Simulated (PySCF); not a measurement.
HgBr2, SMILES [Br][Hg][Br].

The structure is a stationary point at B3LYP-D3(BJ)/def2-SVP. The isomer is the one that the SMILES or the coordinates give; other isomers of the formula were not compared. The def2 effective core potentials stand for the cores of Hg; spin–orbit coupling is left out.

Two levels are set side by side: PBE/def2-TZVPD (PySCF) and PBE0/def2-TZVPD (PySCF). Same geometry, gas phase. Differences are taken from unrounded values.

```tsv
quantity	PBE0	PBE	PBE minus PBE0
orbital gap (eV)	5.59	3.50	-2.09
highest occupied level (eV)	-8.43	-7.19	1.24
lowest empty level (eV)	-2.84	-3.69	-0.85
mean polarisability (bohr³)	81.4	85.1	3.7
```

PBE's occupied levels lie high since its potential decays too fast outside the molecule; exact exchange lowers them and widens the gap. PBE's more diffuse valence density responds more strongly to a field. Differences between two approximate levels are no errors against the true value.

Rough cost on one machine, each run with all the roots and properties that it gave: PBE0 against PBE within a factor of 2.
